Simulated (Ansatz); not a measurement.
TlCl2⁻. The state is a triplet with charge -1. Geometry r2SCAN-D4/def2-TZVP, that of the neutral doublet; atoms count from 1.

```tsv
atom	x (Å)	y (Å)	z (Å)
Tl1	-0.468	-0.133	-0.526
Cl2	0.736	2.021	-0.678
Cl3	-0.268	-1.888	1.203
```

In the def2 sets Tl takes a core potential; there is no spin–orbit coupling. The highest occupied level of the charge -1 triplet lies above zero (up to 1.01 eV). By energy differences its removal costs 0.57 eV (vertical, to the charge 0 doublet, at PBE0-D4/def2-TZVPD); a positive level beside a positive removal energy at the same level points to self-interaction error. At PBE0-D4/def2-TZVPD a singlet of charge -1 lies 2.73 eV below the triplet at the same geometry. The structure comes from a short search, and lower isomers may exist.

(1) Estimate the Mulliken populations from the PBE0/def2-TZVPD orbitals of Ansatz.

(2) Where does the spin sit?

(3) And the Mayer bond orders between bonded heavy atoms (over 0.3)?

Results:

(1) 
```csv
atom,charge (e),spin (α − β)
Tl1,-0.04,1.61
Cl2,-0.48,0.19
Cl3,-0.48,0.19
```
Mulliken values and Mayer orders depend strongly on the basis. With diffuse functions, as here, like atoms can get unlike values, and bond orders can come out too low or too high.

(2) Summed by element: Tl 1.61, Cl 0.39, of 2 unpaired in all. Largest on single atoms: Tl1 1.61, Cl2 0.19, Cl3 0.19.

(3) Tl1–Cl2 0.58 (2.47 Å); Tl1–Cl3 0.58 (2.47 Å).
